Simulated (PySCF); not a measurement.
Potential energy of Ag2 along the bond

Set-up: basis Ag cc-pVDZ-PP with ECP28; scalar-relativistic core potentials; PySCF 2.14. Energies in eV from Ag (4d10 5s1) + Ag (4d10 5s1) in their ground configurations at the same level. All curves are PBE0. state 1: ¹Σg⁺ (singlet), closed shell; state 2: ³Σu⁺ (triplet), unpaired electrons σ ↑↑, a second solution, started from another occupation.

| R (Å) | state 1 | state 2 |
| --- | --- | --- |
| 2.218 | -0.811 | 1.4149 |
| 2.321 | -1.243 | 0.8351 |
| 2.424 | -1.466 | 0.4685 |
| 2.502 | -1.540 | 0.2880 |
| 2.579 | -1.559 | 0.1631 |
| 2.656 | -1.538 | 0.0782 |
| 2.760 | -1.469 | 0.0078 |
| 2.889 | -1.342 | -0.0372 |
| 3.043 | -1.159 | -0.0565 |
| 3.249 | -0.903 | -0.0566 |

Task: Put a parabola through the three lowest points of the state 1 curve and estimate Re, k and ωe (reduced mass 53.45 u; 1 eV/Å² = 0.16022 mdyn/Å; ωe = 1302.8·√(k/μ) cm⁻¹).

Result: Through R = 2.502, 2.579, 2.656 Å the second-order coefficient is 3.37 eV/Å², so Re ≈ 2.577 Å, k ≈ 1.08 mdyn/Å and ωe ≈ 185 cm⁻¹. A polynomial fit of higher order to the unrounded PBE0 energies gives Re = 2.573 Å, k = 1.07 mdyn/Å, ωe = 185 cm⁻¹; anharmonicity and rounding make the difference.

The higher-order fit for each curve: state 1: Re = 2.573 Å, ωe = 185 cm⁻¹, De = 1.56 eV; state 2: Re = 3.136 Å, ωe = 46.1 cm⁻¹, minimum 0.059 eV below the ground-state fragments.

Closed-shell solutions of metal pairs were not tested for spin polarisation, which can lower them a little. Spin–orbit coupling is left out.
